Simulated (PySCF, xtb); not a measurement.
C3H3N2, SMILES [c]1cnc[nH]1, multiplicity 2.

Geometry: B3LYP-D3(BJ)/def2-SVP. The isomer is the one that the SMILES or the coordinates give; other isomers of the formula were not compared.

Computed with C-PCM-B3LYP/def2-SVP (PySCF).

The values are the electrostatic part of the solvation free energy, E(continuum) − E(gas) at the gas-phase geometry, in a cavity of scaled van der Waals radii (PySCF's table); cavitation and dispersion terms are not included. The dipole moment in vacuum is 3.17 D.

Problem. Estimate the values in water (ε = 78.36), chloroform (ε = 4.71), tetrahydrofuran (ε = 7.43). (Estimate from the structure and the level; the computed values follow.)

Solution. 
```csv
solvent,ε,ΔG(elec) (kcal/mol),dipole (D)
water,78.36,-7.6,4.22
chloroform,4.71,-5.8,3.96
tetrahydrofuran,7.43,-6.5,4.06
```

For comparison, GFN2-xTB/ALPB(water) (xtb, at the GFN2-xTB geometry, all terms of that model) gives -5.3 kcal/mol.
